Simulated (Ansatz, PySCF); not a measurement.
System: PbI, net charge 0, doublet state. 
Structure (B3LYP-D3(BJ)/def2-TZVP (Ansatz, a program for electronic structure) minimum search):
```xyz
2

Pb     0.0000     0.0000    -1.1115
I      0.0000     0.0000     1.7197
```
Charge 0, spin multiplicity 2.

Total electronic energies in hartree. Valence correlation only, unless marked. Open shells are spin-unrestricted. No spin-orbit coupling. Frozen are the shells of the preceding noble gas and the d and f shells that filled before the atom's block. Past Kr the def2 sets carry scalar-relativistic core potentials. Basis-set limits of correlation are two-point, X^-3; Hartree-Fock from the larger set.

```tsv
level	program	energy (Eh)
HF/def2-TZVPP	Ansatz	-488.55944
RI-HF/def2-TZVPPD	Ansatz	-488.55985
BP86-D4/def2-TZVPD	PySCF + dftd4	-490.91839
TPSSh-D4/def2-TZVPD	PySCF + dftd4	-490.47929
r2SCANh/def2-TZVPD	Ansatz	-490.80032
HSE06/def2-TZVPD	Ansatz	-490.63877
RPA@PBE/def2-QZVPP	Ansatz	-488.92594
MP2/def2-TZVPPD	Ansatz	-488.74764
SCS-MP2/def2-SVP	Ansatz	-488.67792
CCSD/def2-SVP	Ansatz	-488.69978
CCSD/def2-TZVPP	Ansatz	-488.76825
CCSD/def2-TZVPPD	Ansatz	-488.76959
CCSD(T)/def2-SVP	Ansatz	-488.70378
CCSD(T)/def2-SVPD	Ansatz	-488.71476
CCSD(T)/CBS(def2-TZVPPD,def2-QZVPPD)	Ansatz	-488.8234
```

Totals of different functionals don't rank their quality; only differences between species are comparable.
